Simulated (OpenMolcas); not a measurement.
# Xe6+: effect of the basis set

| Property | Result |
| --- | --- |
| Program | OpenMolcas 26.06 |
| Method | CASSCF |
| Active space | 2 electrons in 8 orbitals (5s 5p 6s 6p) |
| State averaging | 2S+1 = 3 even, 3 roots; 2S+1 = 1 even, 7 roots; 2S+1 = 3 odd, 3 roots; 2S+1 = 1 odd, 3 roots |
| Spin-orbit coupling | state interaction with AMFI integrals over the reference wave functions, term energies averaged over their components |

A. ANO-RCC-VTZP [7s6p4d2f1g], DKH2, point nucleus; cost about 12 core-seconds
B. ANO-R2 [7s6p4d2f1g], X2C, finite nucleus; cost about 11 core-seconds
C. ANO-RCC-VQZP [8s7p5d3f2g], DKH2, point nucleus; cost about 20 core-seconds
D. ANO-RCC [10s9p8d5f3g], DKH2, point nucleus; cost of the order of 50 core-seconds

Energies in cm⁻¹ above 5s² ¹S₀, the measured ground level; measured values from Saloman, J. Phys. Chem. Ref. Data 33, 765 (2004).

| Level | A | B | C | D | Measured |
| --- | --- | --- | --- | --- | --- |
| 5s² ¹S₀ | 0.0 | 0.0 | 0.0 | 0.0 | 0.0 |
| 5s 5p ³P°₀ | 92629 | 92279 | 92853 | 92472 | 96141 |
| 5s 5p ³P°₁ | 96985 | 96636 | 97047 | 96766 | 100451 |
| 5s 5p ³P°₂ | 108346 | 108034 | 107941 | 107949 | 113676 |
| 5s 5p ¹P°₁ | 153855 | 153059 | 153904 | 153897 | 143259 |
| 5p² ³P₀ | 225352 | 224338 | 225557 | 224972 | 223673 |
| 5p² ³P₁ | 233996 | 233029 | 233791 | 233439 | 234685 |
| 5p² ³P₂ | 240110 | 239136 | 239812 | 239555 |  |
| 5p² ¹D₂ | 256964 | 255986 | 256431 | 256406 | 236100 |
| 5p² ¹S₀ | 283645 | 282514 | 283350 | 283385 | 273208 |

Deviations, from unrounded energies. A percentage is the sum of absolute deviations over the sum of measured energies, with the sign that they share, or ± where signs differ.

| Against measurement | Levels | A | B | C | D |
| --- | --- | --- | --- | --- | --- |
| mean absolute deviation (cm-1) | 8 | 7100 | 6800 | 7000 | 7100 |
| other configurations (%) | 8 | ±4.0 | ±3.8 | ±4.0 | ±4.0 |

A, B, C, D lie about equally close to measurement. The largest miss of B in the table is 5p² ¹D₂, by +20000 cm-1. The ranking rests on the paired levels alone, and a cruder setting can come out closer through cancelling errors.

Among A to D the level of the table that moves most is 5p² ³P₀, by 1200 cm-1 (lowest in B, highest in C).

Active for correlation alone: 6p 6s; no level in the range computed is led by a configuration that fills them, so any true level of that kind is missing. The ¹D term of p² mixes with s d, which this space lacks. Measured partners are found by configuration, term and J. A level has none where our copy of the source lacks it or the pairing is in doubt (some pairs that miss far off the trend of their configuration count as doubtful), and it then counts in no deviation. Only configurations of the active space appear.

° marks odd parity.
